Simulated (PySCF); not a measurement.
## Gas-phase acidity of 3-fluoroanisole

System: `COc1cccc(F)c1` (C7H7FO). Optimised structure (Å), atoms numbered from 1:
```
C     2.6293    0.4136    0.6004
O     1.7337   -0.6565    0.4620
C     0.4227   -0.3952    0.2956
C    -0.4234   -1.5057    0.1581
C    -1.7873   -1.3170   -0.0175
C    -2.3434   -0.0350   -0.0601
C    -1.4827    1.0413    0.0800
F    -1.9794    2.2841    0.0461
C    -0.1098    0.8977    0.2561
H     2.6317    1.0593   -0.2951
H     2.3945    1.0276    1.4872
H     3.6261   -0.0267    0.7252
H     0.0161   -2.5036    0.1934
H    -2.4389   -2.1874   -0.1241
H    -3.4123    0.1316   -0.1975
H     0.5018    1.7931    0.3574
```

Level of theory: M06/6-31G single points in PySCF, grid level 3; every species was optimised with PBE0-D3(BJ)/ma-def2-SVP. Thermal corrections: GFN2-xTB frequencies, unscaled, ideal gas at 298.15 K and 1 bar, quasi-RRHO entropy. These were taken at the GFN2-xTB minima.

```
                site             product  ΔH(acid) / kJ/mol  ΔG(acid) / kJ/mol  gas share  above best in acetone / kJ/mol
C9 (aromatic carbon)    COc1[c-]c(F)ccc1               1634               1599   > 99.9 %                             0.0
C6 (aromatic carbon)    COc1cc[c-]c(F)c1               1685               1651    < 0.1 %                            37.1
C4 (aromatic carbon)    COc1[c-]ccc(F)c1               1703               1669    < 0.1 %                            55.6
C5 (aromatic carbon)    COc1c[c-]cc(F)c1               1705               1671    < 0.1 %                            59.4
  C1 (methyl carbon)  [CH2-]Oc1cccc(F)c1               1705               1672    < 0.1 %                            76.2
```

ΔH and ΔG refer to AH → A⁻ + H⁺ in the gas phase. Shares are Boltzmann weights among the listed products; an error of 10 kJ/mol changes a ratio about 56-fold. Sites whose products fell apart, merged with another or lost in a GFN2-xTB screen aren't listed. Values in solvent are IEF-PCM free energies relative to the most favourable product.

Among these, C9 (aromatic carbon) wins by 52 kJ/mol in gas-phase free energy over C6.

In acetone the product from C9 is solvated 212 kJ/mol more strongly than the parent (electrostatics only).

Deprotonation enthalpy (ΔH), Gas-phase acidity (ΔG): the gap is larger than usual, and may come from another state, site, conformer or species, from the functional or basis, or from an outlying measurement.

Measured values (NIST Chemistry WebBook, evaluated or the median of agreeing entries): deprotonation enthalpy (ΔH) 1589 kJ/mol (computed 1634, difference 45); gas-phase acidity (ΔG) 1556 kJ/mol (computed 1599, difference 43). These are compared with the most favourable site that keeps the skeleton.

Caveats: 6-31G is a small basis, without polarisation functions, whose errors can reach tens of kJ/mol; 6-31G has no diffuse functions and serves anions poorly; the order of C6 and C4, of C4 and C1, of C1 and C5 is undecided: the gaps lie inside the method's error (some 20 kJ/mol, one structure a species).

The single points of this level took 110 s of wall time on 1 thread of Arm Neoverse V1 (shared host), launched as `OMP_NUM_THREADS=1 python redox_run.py task.json out`.
